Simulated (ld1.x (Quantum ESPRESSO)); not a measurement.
The numbers below are computed, except where a source is named.
**Potentials for Ga compared**

Generated with ld1.x 7.5 (TM, RRKJ, ultrasoft, PAW), atompaw 4.2 or ONCVPSP 4.0.1. The cutoff is in Ry: for ld1.x and atompaw files where the sum of valence levels is converged to 10 mRy in a Bessel basis, for ONCV files where the hardest occupied wave has 1 mHa per electron of residual kinetic energy. The error is the largest all-electron minus pseudo excitation energy over each file’s own four to seven test configurations (ionisations up to +4, promotions, holes and added fractions of an electron), all of which were solved. The labels leave out finer settings (local radius, basis sizes, second energies), which also bear on the numbers. Spin-polarised tests are not counted. The rows are a selection from randomly drawn settings: files with unsolved tests, undetermined cutoffs or missed reference levels are left out.

A true bound ghost makes a file unfit for plane-wave use even where its test errors are small: the radial tests pick states by their node count and pass the ghost by.

```tsv
potential	cutoff (Ry)	largest error (meV)	bound ghosts
RRKJ, PBE, fully relativistic, rc 1.40/2.20 (sp), local s, core correction yes, reference 4s1 4p0	35	-154	none
TM, PBE, fully relativistic, rc 1.85/1.75/2.00 (spd), local d, core correction no, reference 4s1 4p2	12	+54	s, p3/2, p1/2
TM, PBE, scalar-relativistic, rc 1.45/1.95 (sp), local p, core correction yes, reference 4s2 4p0.75	35	-186	s
RRKJ, PBEsol, fully relativistic, rc 1.65/2.45 (sp), local s, core correction yes, reference 4s2 4p1	18	-182	none
```

Problem. Fill in the row for Ga: TM, LDA (PZ), scalar-relativistic, rc 1.45/2.20/1.90 (spd), local s, core correction yes, reference 4s2 4p1.

Solution. cutoff 35 Ry, largest error -177 meV, bound ghosts: d.

Problem. Fill in the row for Ga: TM, PBEsol, scalar-relativistic, rc 2.05/1.94 (sp), local smoothed, core correction yes, reference 4s2 4p1.

Solution. cutoff 12 Ry, largest error -187 meV, bound ghosts: none.

Problem. Fill in the row for Ga: TM, LDA (PZ), scalar-relativistic, rc 1.60/1.80/1.45 (spd), local p, core correction yes, reference 4s1 4p0.

Solution. cutoff 15 Ry, largest error -169 meV, bound ghosts: s, d.
